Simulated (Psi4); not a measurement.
Input for Psi4: SAPT0/jun-cc-pV(D+d)Z on CH2O (a complex), monomers drawn apart or pushed together.

```
memory 2025 MB

molecule dimer {
0 1
C     0.16870368    0.34907248   -0.09199768
O    -0.18374212   -0.40427055   -0.84922749
--
0 1
H     0.17887478    0.38253437    5.50405381
H    -0.00720982   -0.01284411    6.10651419
units angstrom
symmetry c1
no_reorient
no_com
}

set {
  basis jun-cc-pV(D+d)Z
  scf_type df
  freeze_core true
}

energy('sapt0')
```

Output:

```
[...]
==> Input File <==

--------------------------------------------------------------------------
memory 2025 MB

molecule dimer {
0 1
C     0.16870368    0.34907248   -0.09199768
O    -0.18374212   -0.40427055   -0.84922749
--
0 1
H     0.17887478    0.38253437    5.50405381
H    -0.00720982   -0.01284411    6.10651419
units angstrom
symmetry c1
no_reorient
no_com
}

set {
  basis jun-cc-pV(D+d)Z
  scf_type df
  freeze_core true
}

energy('sapt0')
--------------------------------------------------------------------------


   => Loading Basis Set <=

    Name: JUN-CC-PV(D+D)Z
    Role: ORBITAL
    Keyword: BASIS
    atoms 1   entry C          line   188 file jun-cc-pv_dpd_z.gbs
    atoms 2   entry O          line   256 file jun-cc-pv_dpd_z.gbs
    atoms 3-4 entry H          line    60 file jun-cc-pv_dpd_z.gbs

   => Loading Basis Set <=

    Name: JUN-CC-PV(D+D)Z
    Role: ORBITAL
    Keyword: BASIS
    atoms 1   entry C          line   188 file jun-cc-pv_dpd_z.gbs
    atoms 2   entry O          line   256 file jun-cc-pv_dpd_z.gbs
    atoms 3-4 entry H          line    60 file jun-cc-pv_dpd_z.gbs


  //>>>>>>>>>>>>>>>>>>>>>>>>>>>>>>>>>>>//
  //              Dimer HF             //
  //<<<<<<<<<<<<<<<<<<<<<<<<<<<<<<<<<<<//

   => Libint2 <=

    Primary   basis highest AM E, G, H:  7, 6, 3
    Auxiliary basis highest AM E, G, H:  7, 7, 4
    Onebody   basis highest AM E, G, H:  -, -, -
    Solid Harmonics ordering:            Gaussian


   => Loading Basis Set <=

    Name: JUN-CC-PV(D+D)Z
    Role: ORBITAL
    Keyword: BASIS
    atoms 1   entry C          line   188 file jun-cc-pv_dpd_z.gbs
    atoms 2   entry O          line   256 file jun-cc-pv_dpd_z.gbs
    atoms 3-4 entry H          line    60 file jun-cc-pv_dpd_z.gbs


         ---------------------------------------------------------
                                   SCF
               by Justin Turney, Rob Parrish, Andy Simmonett
                          and Daniel G. A. Smith
                              RHF Reference
                        1 Threads,   1931 MiB Core
         ---------------------------------------------------------

  ==> Geometry <==

    Molecular point group: c1
    Full point group: C1

    Geometry (in Angstrom), charge = 0, multiplicity = 1:

       Center              X                  Y                   Z               Mass
    ------------   -----------------  -----------------  -----------------  -----------------
         C            0.168703680000     0.349072480000    -0.091997680000    12.000000000000
         O           -0.183742120000    -0.404270550000    -0.849227490000    15.994914619570
         H            0.178874780000     0.382534370000     5.504053810000     1.007825032230
         H           -0.007209820000    -0.012844110000     6.106514190000     1.007825032230

  Running in c1 symmetry.

  Rotational constants: A =      3.90257  B =      0.20923  C =      0.19859 [cm^-1]
  Rotational constants: A = 116996.01113  B =   6272.65087  C =   5953.54301 [MHz]
  Nuclear repulsion =   25.639777506173758

  Charge       = 0
  Multiplicity = 1
  Electrons    = 16
  Nalpha       = 8
  Nbeta        = 8

  ==> Algorithm <==

  SCF Algorithm Type is DF.
  DIIS enabled.
  MOM disabled.
  Fractional occupation disabled.
  Guess Type is SAD.
  Energy threshold   = 1.00e-08
  Density threshold  = 1.00e-08
  Integral threshold = 1.00e-12

  ==> Primary Basis <==

  Basis Set: JUN-CC-PV(D+D)Z
    Blend: JUN-CC-PV(D+D)Z
    Number of shells: 22
    Number of basis functions: 46
    Number of Cartesian functions: 48
    Spherical Harmonics?: true
    Max angular momentum: 2

   => Loading Basis Set <=

    Name: (JUN-CC-PV(D+D)Z AUX)
    Role: JKFIT
    Keyword: DF_BASIS_SCF
    atoms 1   entry C          line   146 file jun-cc-pvdz-jkfit.gbs
    atoms 2   entry O          line   258 file jun-cc-pvdz-jkfit.gbs
    atoms 3-4 entry H          line    70 file jun-cc-pvdz-jkfit.gbs

  ==> Integral Setup <==

  DFHelper Memory: AOs need 0.003 GiB; user supplied 1.414 GiB.
  SCF_SUBTYPE=INCORE selected. In-core MEM_DF algorithm will be used.
  Using in-core AOs.

  ==> MemDFJK: Density-Fitted J/K Matrices <==

    J tasked:                   Yes
    K tasked:                   Yes
    wK tasked:                   No
    OpenMP threads:               1
    Algorithm:                 Core
    Schwarz Cutoff:           1E-12
    Mask sparsity (%):      16.7297
    Fitting Condition:        1E-10

   => Auxiliary Basis Set <=

  Basis Set: (JUN-CC-PV(D+D)Z AUX)
    Blend: JUN-CC-PVDZ-JKFIT
    Number of shells: 72
    Number of basis functions: 204
    Number of Cartesian functions: 232
    Spherical Harmonics?: true
    Max angular momentum: 3

  Minimum eigenvalue in the overlap matrix is 4.6846922399E-03.
  Reciprocal condition number of the overlap matrix is 1.1332369164E-03.
    Using symmetric orthogonalization.

  ==> Pre-Iterations <==

  SCF Guess: Superposition of Atomic Densities via on-the-fly atomic UHF (no o
[...]
    0.232466
      11A      0.422758    12A      0.474431    13A      0.478994
      14A      0.494777    15A      0.567930    16A      0.845394
      17A      0.915574    18A      0.919724    19A      0.950290
      20A      1.147658    21A      1.292458    22A      1.292937
      23A      1.778654    24A      1.921907    25A      1.921907
      26A      1.953589    27A      2.040631    28A      2.040816
      29A      2.178263    30A      2.178603    31A      2.261308
      32A      2.778450    33A      2.778757    34A      3.238581
      35A      3.475821    36A      3.584736    37A      4.220025
      38A      4.220025    39A      4.853818    40A      4.854089
      41A      5.325666    42A      5.581263    43A      5.582784
      44A      7.215718    45A     18.180784    46A     33.482901

    Final Occupation by Irrep:
              A
    DOCC [     1 ]
    NA   [     1 ]
    NB   [     1 ]

  @DF-RHF Final Energy:    -1.12874031992573

   => Energetics <=

    Nuclear Repulsion Energy =              0.7110194463509287
    One-Electron Energy =                  -2.4972172491274014
    Two-Electron Energy =                   0.6574574828507449
    Total Energy =                         -1.1287403199257278

Computation Completed


Properties will be evaluated at   0.000000,   0.000000,   0.000000 [a0]

Properties computed using the SCF density matrix


 Multipole Moments:

 ------------------------------------------------------------------------------------
     Multipole            Electronic (a.u.)      Nuclear  (a.u.)        Total (a.u.)
 ------------------------------------------------------------------------------------

 L = 1.  Multiply by 2.5417464519 to convert [e a0] to [Debye]
 Dipole X            :         -0.3243041            0.3243998            0.0000956
 Dipole Y            :         -0.6984086            0.6986133            0.0002047
 Dipole Z            :        -21.9403820           21.9407937            0.0004117
 Magnitude           :                                                    0.0004696

 ------------------------------------------------------------------------------------

  Constructing Basis Sets for SAPT...

   => Loading Basis Set <=

    Name: (JUN-CC-PV(D+D)Z AUX)
    Role: RIFIT
    Keyword: DF_BASIS_SAPT
    atoms 1   entry C          line   100 file jun-cc-pvdz-ri.gbs
    atoms 2   entry O          line   188 file jun-cc-pvdz-ri.gbs
    atoms 3-4 entry H          line    30 file jun-cc-pvdz-ri.gbs

   => Loading Basis Set <=

    Name: (JUN-CC-PV(D+D)Z AUX)
    Role: JKFIT
    Keyword: DF_BASIS_ELST
    atoms 1   entry C          line   146 file jun-cc-pvdz-jkfit.gbs
    atoms 2   entry O          line   258 file jun-cc-pvdz-jkfit.gbs
    atoms 3-4 entry H          line    70 file jun-cc-pvdz-jkfit.gbs


  //>>>>>>>>>>>>>>>>>>>>>>>>>>>>>>>>>>>//
  //               SAPT0               //
  //<<<<<<<<<<<<<<<<<<<<<<<<<<<<<<<<<<<//



        SAPT0
    Ed Hohenstein
     6 June 2009

      Orbital Information
  --------------------------
    NSO        =        46
    NMO        =        46
    NRI        =       158
    NRI (Elst) =       204
    NOCC A     =         7
    NOCC B     =         1
    FOCC A     =         2
    FOCC B     =         0
    NVIR A     =        39
    NVIR B     =        45

    Elst10,r            =    -0.000009086244 [Eh]
    Exch10              =     0.000000090257 [Eh]
    Exch10 (S^2)        =     0.000000090257 [Eh]

    Maxiter = 50
    CPHF R converge = 1.000000E-08

    Iter     Energy [mEh]          dE [mEh]         Residual      Time [s]
       1      -0.00001968       0.000019677     5.515153e-05             0
       2      -0.00001967      -0.000000012     1.578903e-05             0
       3      -0.00002307       0.000003402     2.226106e-06             0
       4      -0.00002300      -0.000000065     8.803606e-07             0
       5      -0.00002298      -0.000000023     2.795191e-07             0
       6      -0.00002299       0.000000014     4.045630e-08             0
       7      -0.00002299      -0.000000001     5.685337e-09             0

    CHF Iterations converged

    Maxiter = 50
    CPHF R converge = 1.000000E-08

    Iter     Energy [mEh]          dE [mEh]         Residual      Time [s]
       1      -0.00001179       0.000011791     1.462456e-05             0
       2      -0.00001399       0.000002200     1.375290e-06             0
       3      -0.00001393      -0.000000059     8.214548e-08             0
       4      -0.00001393       0.000000002     4.673675e-09             0

    CHF Iterations converged

    Ind20,r (A<-B)      =    -0.000000022992 [Eh]
    Ind20,r (B<-A)      =    -0.000000013933 [Eh]
    Ind20,r             =    -0.000000036925 [Eh]
    Exch-Ind20,r (A<-B) =     0.000000000875 [Eh]
    Exch-Ind20,r (B<-A) =     0.000000001925 [Eh]
    Exch-Ind20,r        =     0.000000002800 [Eh]
    Disp20              =    -0.000010723188 [Eh]
    Disp20 (SS)         =    -0.000005361594 [Eh]
    Disp20 (OS)         =    -0.000005361594 [Eh]
    Exch-Disp20         =     0.000000004538 [Eh]
    Exch-Disp20 (SS)    =     0.000000003313 [Eh]
    Exch-Disp20 (OS)    =     0.000000001225 [Eh]

    SAPT Results
  --------------------------------------------------------------------------------------------------------
    Electrostatics                 -0.00908624 [mEh]      -0.00570170 [kcal/mol]      -0.02385593 [kJ/mol]
      Elst10,r                     -0.00908624 [mEh]      -0.00570170 [kcal/mol]      -0.02385593 [kJ/mol]

    Exchange                        0.00009026 [mEh]       0.00005664 [kcal/mol]       0.00023697 [kJ/mol]
      Exch10                        0.00009026 [mEh]       0.00005664 [kcal/mol]       0.00023697 [kJ/mol]
      Exch10(S^2)                   0.00009026 [mEh]       0.00005664 [kcal/mol]       0.00023697 [kJ/mol]

    Induction                      -0.00003911 [mEh]      -0.00002454 [kcal/mol]      -0.00010268 [kJ/mol]
      Ind20,r                      -0.00003692 [mEh]      -0.00002317 [kcal/mol]      -0.00009695 [kJ/mol]
      Exch-Ind20,r                  0.00000280 [mEh]       0.00000176 [kcal/mol]       0.00000735 [kJ/mol]
      delta HF,r (2)               -0.00000498 [mEh]      -0.00000313 [kcal/mol]      -0.00001308 [kJ/mol]

    Dispersion                     -0.01071865 [mEh]      -0.00672605 [kcal/mol]      -0.02814181 [kJ/mol]
      Disp20                       -0.01072319 [mEh]      -0.00672890 [kcal/mol]      -0.02815373 [kJ/mol]
      Exch-Disp20                   0.00000454 [mEh]       0.00000285 [kcal/mol]       0.00001191 [kJ/mol]
      Disp20 (SS)                  -0.00536159 [mEh]      -0.00336445 [kcal/mol]      -0.01407686 [kJ/mol]
      Disp20 (OS)                  -0.00536159 [mEh]      -0.00336445 [kcal/mol]      -0.01407686 [kJ/mol]
      Exch-Disp20 (SS)              0.00000331 [mEh]       0.00000208 [kcal/mol]       0.00000870 [kJ/mol]
      Exch-Disp20 (OS)              0.00000123 [mEh]       0.00000077 [kcal/mol]       0.00000322 [kJ/mol]

  Total HF                         -0.00903509 [mEh]      -0.00566961 [kcal/mol]      -0.02372163 [kJ/mol]
  Total SAPT0                      -0.01975374 [mEh]      -0.01239566 [kcal/mol]      -0.05186345 [kJ/mol]

  Special recipe for scaled SAPT0 (see Manual):
    Electrostatics sSAPT0          -0.00908624 [mEh]      -0.00570170 [kcal/mol]      -0.02385593 [kJ/mol]
    Exchange sSAPT0                 0.00009026 [mEh]       0.00005664 [kcal/mol]       0.00023697 [kJ/mol]
    Induction sSAPT0               -0.00003911 [mEh]      -0.00002454 [kcal/mol]      -0.00010268 [kJ/mol]
    Dispersion sSAPT0              -0.01071865 [mEh]      -0.00672605 [kcal/mol]      -0.02814181 [kJ/mol]
  Total sSAPT0                     -0.01975374 [mEh]      -0.01239566 [kcal/mol]      -0.05186345 [kJ/mol]
  --------------------------------------------------------------------------------------------------------



*** Psi4 exiting successfully. Buy a developer a beer!
```

The run finished.

Cost: around 4 core-seconds (rough).
